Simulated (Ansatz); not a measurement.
Equilibrium of C2H3F2I + CuI ⇌ C2H3FI2 + CuF at process temperatures

Species: C2H3F2I `FCC(F)I`, singlet; CuI, singlet; C2H3FI2 `FC(I)CI`, singlet; CuF (fluorocopper), singlet. The partners trade F for I: C–F and Cu–I bonds give way to C–I and Cu–F.

The electronic reaction energy at wB97X-V/def2-TZVPP is +107.7 kJ/mol. Shapes: PBE0-D4/def2-TZVP. Flexible molecules stand in one conformer, not always the lowest. Programs: Ansatz 0.2.0. Enthalpy and entropy come from rigid-rotor, harmonic-oscillator sums on unscaled PBE0-D4/def2-TZVP wavenumbers, ideal gases at 1 bar; R ln 2 is added for the mirror twin of the chiral shape of C2H3F2I, C2H3FI2. Symmetry numbers: C2H3F2I 1, CuI 1, C2H3FI2 1, CuF 1. R = 8.3145 J/(mol K).

| T (K) | ΔH (kJ/mol) | ΔS (J/(mol K)) |
| --- | --- | --- |
| 600 | +104.6 | +4.6 |
| 800 | +105.3 | +5.6 |
| 1000 | ? | ? |

Question: Work out ln K at 600 and 800 K, and from these estimate it at 1000 K.

Answer: 
1. 600 K: ΔG = +104.6 − 600 × (+4.6)/1000 = +101.8 kJ/mol; ln K = −ΔG/RT = -20.41.
2. 800 K: ΔG = +105.3 − 800 × (+5.6)/1000 = +100.8 kJ/mol; ln K = −ΔG/RT = -15.15.
3. Slope against 1000/T: (-15.15 − (-20.41))/(1.2500 − 1.6667) = -12.62, that is −ΔH/R with ΔH near +105 kJ/mol.
4. 1000 K: ln K = -20.41 + (-12.62) × (1.0000 − 1.6667) = -12.00.

The full sums give ΔH = +105.8 kJ/mol, ΔS = +6.1 J/(mol K), ΔG = +99.7 kJ/mol and ln K = -11.99 at 1000 K, so the line is off by -0.01 in ln K; without rounding the miss is -0.02, from the change of ΔH with temperature. The reactants are favoured over this whole range. An error of 10 kJ/mol in the energy moves ln K by 1.2 at 1000 K. Soft modes are treated as harmonic, which can err either way at these temperatures; the lowest are those of C2H3F2I (130 cm⁻¹), C2H3FI2 (85 cm⁻¹). Other conformers aren't counted. For atoms past krypton def2 sets carry core potentials with scalar relativity. Relativity is left out for Cu.
